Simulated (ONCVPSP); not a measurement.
## Configuration tests for vanadium (ONCV)

| Property | Result |
| --- | --- |
| Element | V (Z = 23) |
| Generator | ONCVPSP 4.0.1 |
| Type | optimised norm-conserving Vanderbilt (ONCV) |
| Functional | PBE |
| Relativity | fully relativistic |
| Frozen core | [Ar] |
| Valence charge | 5 |
| Reference configuration | 3d3 4s1.5 4p0.5 |
| Partial waves | 4s: rc 2.20 bohr, ncon 4, nbas 7, qcut 3.6 1/bohr, 2 projectors, debl 3.5 Ha; 4p: rc 3.45 bohr, ncon 4, nbas 8, qcut 1.9 1/bohr, 1 projector; 3d: rc 1.30 bohr, ncon 3, nbas 7, qcut 10 1/bohr, 2 projectors, debl 1.7 Ha |
| Local potential | polynomial inside 1.30 bohr (lpopt 4, dvloc0 6 Ha) |
| Core correction | none |

Open shells are filled in proportion to 2j + 1.

Energies are relative to the spin-unpolarised reference configuration 3d3 4s1.5 4p0.5; without spin polarisation the order of configurations can differ from experiment.

```json
{"valence configuration": "3d3 4s2 4p0", "charge": "0", "ΔE all-electron (eV)": "-1.651", "error AE − PS (meV)": "+1.9"}
{"valence configuration": "3d3 4s1 4p0", "charge": "+1", "ΔE all-electron (eV)": "6.084", "error AE − PS (meV)": "+3.8"}
{"valence configuration": "3d3.5 4s1.5 4p0", "charge": "0", "ΔE all-electron (eV)": "-1.596", "error AE − PS (meV)": "-20"}
```

(1) What are ΔE and the potential's error for 3d3 4s0 4p0?

Levels in the configuration 3d3.5 4s1.5 4p0:

```json
{"level": "3d j=5/2", "all-electron (eV)": "-3.582", "pseudo (eV)": "-3.528"}
{"level": "3d j=3/2", "all-electron (eV)": "-3.642", "pseudo (eV)": "-3.587"}
{"level": "4s j=1/2", "all-electron (eV)": "-4.240", "pseudo (eV)": "-4.265"}
```

Note: no bound ghost flagged; GHOST(+) flagged for s at 116.7 eV.

Results:

(1) ΔE = 20.380 eV all-electron; the error (AE − PS) is +148 meV.
